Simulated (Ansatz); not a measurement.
# Reading a saddle point

A first-order saddle point of GeSi2H9O, doublet, PBE0-D4/def2-TZVP, with one imaginary mode of 691i cm⁻¹:

```xyz
13
angstrom
H -0.1557 -0.0785 -1.3734
Si 0.7640 -1.5805 -0.7201
O 0.9663 -1.0460 0.8137
Si 0.4494 -0.0866 2.0319
Ge -1.0330 1.3959 -1.4702
H -0.1171 -2.7835 -0.7136
H 2.1066 -1.9207 -1.2702
H 1.2694 -0.3796 3.2321
H -0.9835 -0.3497 2.3273
H 0.6102 1.3429 1.6547
H -1.8598 1.3873 -2.7690
H -0.0427 2.5739 -1.4856
H -1.9739 1.5251 -0.2575
```

Ansatz 0.2.0; basis: def2-TZVPP and def2-QZVPP; cores frozen in the correlated methods; orbitals are unrestricted. Filled d shells of the heavier atoms are correlated. The def2 sets are not built for correlating such inner shells, so the correlated values are less sure here. Extrapolation: Hartree–Fock as exp(−7.88 √X), correlation as X^−2.97.

(1) Which contacts change along the imaginary mode, and what lies on either side? (Judge from chemistry; the calculation decides.)

(2) Which side is lower, and how far does the saddle lie above each? (To be estimated.)

The T1 diagnostic stays at or below 0.014. ⟨S²⟩ of the unrestricted Hartree–Fock references: 0.75 to 0.78 (a pure state has 0.75).

## Answers

(1) By the calculation: The step is Si₂H₆O ([SiH3][O][SiH3]) + GeH₃ → Si₂H₅O ([SiH2][O][SiH3]) + GeH₄, with the molecules in contact on both sides. Shortening one way: H1–Ge5; lengthening the same way: H1–Si2.
```tsv
pair	one side (Å)	saddle (Å)	other side (Å)
H1–Ge5	3.29	1.72	1.54
H1–Si2	1.49	1.88	2.91
```

(2) Computed: The side with H1–Si2 short is lower by 7.70 kcal/mol; the saddle lies 14.88 kcal/mol above it and 7.18 kcal/mol above the other (CCSD(T) at an estimated basis limit (MP2 extrapolated from triple and quadruple zeta, plus CCSD(T) − MP2 in triple zeta); electronic energies).

Radical steps of this kind take place in plasma deposition and etching.

Labels in which every atom is bracketed show which atoms are joined, not bond orders.

For scale, one of the runs: CCSD(T)/def2-TZVPP, 289 basis functions, launched by `ansatz run in.yaml --threads 4 --pin off --events-out ev --progress --plain --max-ram 66560MiB --backend cuda --devices 0, --max-vram 37GiB`. Hardware: 4 CPU threads of an AMD EPYC 7R13 and a share of one NVIDIA H100, shared host. Wall time 21 s; peak host memory 0.88 GiB.
